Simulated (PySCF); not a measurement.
B(F)(H)(OAc) (C₂H₄BFO₂), SMILES B(F)OC(C)=O.

Geometry: B3LYP-D3(BJ)/def2-SVP. The structure was generated by enumeration, and PubChem lists no compound with its InChIKey, so it may never have been made. Other conformers were not sampled.

Two levels are set side by side: TDDFT-PBE/def2-SVPD (PySCF) and TDDFT-M06-2X/def2-SVPD (PySCF). Vertical, same geometry. The lowest singlet is HOMO→LUMO 99 % with PBE and HOMO→LUMO 74 %, HOMO→LUMO+3 11 % with the other functional; states are paired by order. Differences are taken from unrounded values.

```tsv
quantity	TDDFT-M06-2X
lowest singlet excitation (eV)	5.28
lowest triplet excitation (TDA) (eV)	4.89
first bright state (f over 0.05) (eV)	8.34
its oscillator strength	0.07
```

Problem. What does TDDFT-PBE give, and how far is it from TDDFT-M06-2X? (An estimate is asked for; the answer gives what the named calculation found.)

Solution. 
```json
[
 {"quantity": "lowest singlet excitation (eV)", "TDDFT-PBE": "4.95", "TDDFT-PBE minus TDDFT-M06-2X": "-0.33"},
 {"quantity": "lowest triplet excitation (TDA) (eV)", "TDDFT-PBE": "4.52", "TDDFT-PBE minus TDDFT-M06-2X": "-0.37"},
 {"quantity": "first bright state (f over 0.05) (eV)", "TDDFT-PBE": "7.30", "TDDFT-PBE minus TDDFT-M06-2X": "-1.04"},
 {"quantity": "its oscillator strength", "TDDFT-PBE": "0.08", "TDDFT-PBE minus TDDFT-M06-2X": "0.01"}
]
```

A lower first singlet is the usual sign of a functional without exact exchange. Differences between two approximate levels are no errors against the true value.

Rough cost on one machine, each run with all the roots and properties that it gave: TDDFT-M06-2X against TDDFT-PBE about 20 times.
